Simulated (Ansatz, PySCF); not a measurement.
Molecule: isocyanic acid, CHNO, net charge 0, singlet state. 
Structure (B3LYP-D3(BJ)/def2-TZVP (Ansatz, a quantum-chemistry and plane-wave program) minimum search):
```xyz
4

N     -1.1014     0.2807     0.2471
C      0.0427    -0.0239    -0.0008
O      1.1482    -0.1990    -0.3207
H     -1.7320    -0.2289     0.8408
```

Dipole moments at this geometry, in debye (magnitudes).

| level | program | dipole (D) |
|---|---|---|
| BLYP/def2-TZVPD | Ansatz | 2.04 |
| TPSS/def2-TZVPD | PySCF | ___ |
| r2SCAN/def2-TZVPD | Ansatz | 2.09 |
| B97M-V/def2-TZVPD | Ansatz | 2.06 |
| PBE0/def2-TZVPD | Ansatz | 2.11 |
| TPSSh/def2-TZVPD | PySCF | 2.08 |
| M06-2X/def2-TZVPD | PySCF | 2.16 |
| LC-wPBE/def2-TZVPD | Ansatz | 2.14 |
| CCSD(T)/aug-cc-pVDZ | Ansatz | ___ |

Task: What belongs in the gaps?

Result: 
- TPSS/def2-TZVPD, dipole (D): 2.05
- CCSD(T)/aug-cc-pVDZ, dipole (D): 2.10
